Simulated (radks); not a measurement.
Values are calculated unless marked as measured or tabulated.
The praseodymium ion Pr45+, 14 electrons, occupied as [Ne] 3s2 3p2.

Level of theory: scalar-relativistic Kohn-Sham, LDA (Slater exchange, VWN5 correlation), spin-polarised, spherical densities, finite nucleus; open shells are filled with parallel spins first (spin-orbit coupling, left out, can overturn this in heavy ions); Fermi nuclear charge, rms radius 4.8919 fm (a radial shooting solver on a logarithmic mesh with Libxc functionals).

Energy parts (Ry):
total: -14607.7894
kinetic: 15709.0934
electron-nucleus: -31775.3874
Hartree: 1679.6709
exchange-correlation: -221.1662

Orbitals (lengths in bohr, moments of r in powers of bohr; r(max) is where P^2 peaks):
| orbital | occ. | eigenvalue (Ry) | r(max) |
|---|---|---|---|
| 1s up | 1 | -3290.333 | 0.01543 |
| 1s down | 1 | -3289.884 | 0.01543 |
| 2s up | 1 | -703.5811 | 0.08674 |
| 2s down | 1 | -703.1679 | 0.08674 |
| 2p up | 3 | -654.0607 | 0.06968 |
| 2p down | 3 | -653.5694 | 0.06970 |
| 3s up | 1 | -280.7044 | 0.2332 |
| 3s down | 1 | -279.3249 | 0.2332 |
| 3p up | 2 | -265.5215 | 0.2248 |
| 3p down | 0 | -264.1347 | 0.2248 |
| 3d up | 0 | -249.1769 | 0.1782 |
| 3d down | 0 | -247.9669 | 0.1777 |
| 4s up | 0 | -148.7404 | 0.4616 |
| 4s down | 0 | -148.2299 | 0.4627 |

The highest occupied level is 3p up at -3612.6 eV. The electron density at the nucleus is 4.334e+05 e/bohr^3 (large components only). Summed over all electrons, <r^2> = 0.3526 bohr^2, which gives a Langevin (diamagnetic) susceptibility term of -0.279 x 10^-6 cm^3/mol. The density falls to 0.001 e/bohr^3 at r = 0.69 bohr. The spin density at the nucleus is -21.32 e/bohr^3 (1s -28.43, 2s -9.22, 3s 16.33). For comparison, the ionisation energy in NIST's Atomic Spectra Database is 3729 eV (theoretical). In exact Kohn-Sham theory the highest level is minus the ionisation energy, but local and semilocal functionals leave it too shallow, through self-interaction and a potential that decays too fast; potentials with the right tail come closer.
